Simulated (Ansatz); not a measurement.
Two members of one family (Oligo(EDOT)), computed with Ansatz in the gas phase. The two geometries come from different levels. Binding counts from free atoms in the multiplicity of their measured ground term, without zero-point energy. The structures are stationary points that may keep the symmetry of their start.

First: c1sc(-c2sc(-c3scc4c3OCCO4)c3c2OCCO3)c2c1OCCO2 (singlet, charge 0, r2SCAN-D4/def2-SVP geometry).

```xyz
41

C     1.097   -1.848    4.409
S     0.112   -0.688    3.592
C     0.896   -0.976    2.053
C     0.520   -0.254    0.868
S    -1.151    0.143    0.538
C    -0.748    1.001   -0.935
C    -1.737    1.626   -1.763
S    -1.349    2.431   -3.271
C    -3.003    2.829   -3.580
C    -3.823    2.374   -2.574
C    -3.107    1.692   -1.545
O    -3.717    1.155   -0.455
C    -5.124    1.027   -0.636
C    -5.702    2.297   -1.231
O    -5.175    2.534   -2.532
C     0.623    0.940   -1.147
C     1.340    0.247   -0.133
O     2.695    0.146   -0.141
C     3.296    1.073   -1.040
C     2.578    1.071   -2.375
O     1.234    1.517   -2.217
C     1.883   -1.938    2.205
C     2.001   -2.423    3.546
O     2.914   -3.368    3.900
C     3.442   -4.062    2.773
C     3.799   -3.095    1.661
O     2.637   -2.426    1.186
H     0.965   -2.061    5.468
H    -3.292    3.382   -4.472
H    -5.338    0.169   -1.302
H    -5.553    0.826    0.356
H    -5.472    3.155   -0.569
H    -6.792    2.215   -1.342
H     4.344    0.763   -1.159
H     3.270    2.091   -0.604
H     2.585    0.052   -2.804
H     3.058    1.763   -3.082
H     2.700   -4.796    2.403
H     4.333   -4.603    3.125
H     4.536   -2.353    2.026
H     4.229   -3.630    0.801
```

| level | HOMO (eV) | LUMO (eV) | gap (eV) | binding per atom (eV) |
| --- | --- | --- | --- | --- |
| PBE-D4/def2-SVP | -3.99 | -1.72 | 2.27 | 5.20 |
| PBE0-D4/def2-SVP | -4.93 | -1.19 | 3.75 | 5.04 |

Second: c1sc(-c2sc(-c3sc(-c4scc5c4OCCO5)c4c3OCCO4)c3c2OCCO3)c2c1OCCO2 (singlet, charge 0, PBE-D4/def2-SVP geometry).

```xyz
54

C     0.408   -6.923   -0.526
S     1.061   -5.351   -0.195
C    -0.368   -4.532   -0.805
C    -0.455   -3.094   -0.812
S     0.231   -2.144    0.501
C    -0.233   -0.620   -0.243
C     0.086    0.653    0.333
S    -0.335    2.179   -0.436
C     0.371    3.128    0.865
C     0.356    4.568    0.826
S    -1.037    5.456    0.225
C    -0.282    6.993    0.498
C     0.977    6.839    1.047
C     1.347    5.461    1.226
O     2.573    5.087    1.691
C     3.241    6.157    2.358
C     3.164    7.441    1.542
O     1.811    7.870    1.378
C     0.915    2.288    1.835
C     0.763    0.904    1.528
O     1.220   -0.093    2.344
C     1.507    0.378    3.664
C     2.270    1.696    3.616
O     1.492    2.719    2.994
C    -0.914   -0.870   -1.436
C    -1.030   -2.254   -1.765
O    -1.599   -2.680   -2.929
C    -2.401   -1.669   -3.536
C    -1.673   -0.331   -3.563
O    -1.397    0.126   -2.237
C    -1.294   -5.471   -1.254
C    -0.844   -6.828   -1.103
O    -1.603   -7.899   -1.487
C    -2.975   -7.550   -1.687
C    -3.105   -6.247   -2.466
O    -2.529   -5.160   -1.741
H     0.962   -7.836   -0.282
H    -0.787    7.931    0.242
H     2.788    6.320    3.364
H     4.295    5.840    2.491
H     3.635    7.278    0.543
H     3.699    8.266    2.053
H     2.107   -0.411    4.158
H     0.557    0.512    4.231
H     3.228    1.558    3.063
H     2.499    2.050    4.641
H    -3.363   -1.562   -2.979
H    -2.624   -2.013   -4.565
H    -0.720   -0.432   -4.133
H    -2.294    0.450   -4.044
H    -3.437   -8.389   -2.243
H    -3.489   -7.449   -0.702
H    -2.607   -6.348   -3.459
H    -4.171   -5.992   -2.627
```

**Question.** Estimate the same table for the second.

**Answer.** 
| level | HOMO (eV) | LUMO (eV) | gap (eV) | binding per atom (eV) |
| --- | --- | --- | --- | --- |
| PBE-D4/def2-SVP | -3.85 | -1.89 | 1.96 | 5.23 |
| PBE0-D4/def2-SVP | -4.75 | -1.41 | 3.34 | 5.07 |
